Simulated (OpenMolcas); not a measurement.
Pd3+ (d7) among equal point charges was computed by CASSCF with the d shell active (OpenMolcas, ANO-RCC-VDZP on the metal). Its lowest spin-free states, and all those of the highest spin:

| 2S+1 | Degeneracy | E (cm-1) |
| --- | --- | --- |
| 4 | 2 | 0.0 |
| 4 | 1 | 4691 |
| 4 | 2 | 9279 |
| 2 | 2 | 10052 |
| 4 | 2 | 10944 |
| 2 | 1 | 16774 |
| 2 | 1 | 17804 |
| 2 | 2 | 17916 |
| 2 | 2 | 18135 |
| 2 | 2 | 19999 |
| 2 | 1 | 25064 |
| 2 | 2 | 25612 |
| 4 | 2 | 27431 |
| 4 | 1 | 28474 |

Task: Is the site octahedral, tetrahedral or cube-like, axial, or of lower symmetry?

Result: The states with 2S+1 = 4 have orbital degeneracies 2, 1, 2, 2, 2, 1. There are pairs but no triples, so the site is axial: not cubic, but with a proper or improper axis of order three or more. The run had Pd3+ among 6 point charges of -1.7 e arranged as a trigonal prism (D3h), 1.65 Å from the ion, with a polar angle of 49.6° against the regular 49.1°. The active orbitals were held to one l.

An orbital doublet at a regular site is open to a Jahn-Teller distortion, which this geometry leaves out. Without dynamic correlation the repulsion within the d shell is too large (B by tens of per cent), so at a given field states of lower spin stand too high. This shell can be high or low spin here, a state of another spin lies low, and with metal d orbitals alone active their balance is uncertain, so the ground spin may be wrong. Point charges give a weaker field than real ligands, and real ions of this kind are as a rule low spin; the high spin found here belongs to the model. Point charges carry no covalency, so the field is a model and not that of real ligands. An unlabelled pair can be two single states that coincide in this model. No measured value stands beside these numbers.
